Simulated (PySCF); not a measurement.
```xyz
4
charge 0 multiplicity 1, angstrom
K    -1.0892    0.0000    1.6288
K     1.0892    0.0000   -1.6288
Cl    1.7586    0.0000    1.1761
Cl   -1.7586    0.0000   -1.1761
```

Method: PySCF, PBE0, basis K def2-TZVP, Cl def2-TZVP (no relativity, density fitting).

This geometry of K₂Cl₂ is a stationary point at this level.

(1) What is the point group?

(2) Is it a minimum?

(3) List the harmonic modes with their infrared intensities.

(4) Give the atomic charges and bond orders.

(5) Give the ideal-gas entropy at 298.15 K and 1 bar by parts.

## Answers

(1) D2h.

(2) Yes: all harmonic wavenumbers are real.

(3) 
```
symmetry  ω (cm⁻¹)  IR (km/mol)
     b3u        72         54.6
      ag        95          0.0
     b3g       176          0.0
     b2u       195         88.1
      ag       203          0.0
     b1u       205         87.9
```

(4) 
| atom | Mulliken | Löwdin | polar tensor | Mayer order to K1 |
| --- | --- | --- | --- | --- |
| K1 | 0.71 | 0.27 | 0.85 | – |
| K2 | 0.71 | 0.27 | 0.85 | -0.01 |
| Cl3,4 | -0.71 | -0.27 | -0.85 | 0.28 |

(5) translation 171.2, rotation 111.3, vibration 68.6, spin 0.0; total 351.0 J/(mol K).

Other isomers or separated fragments may lie lower.
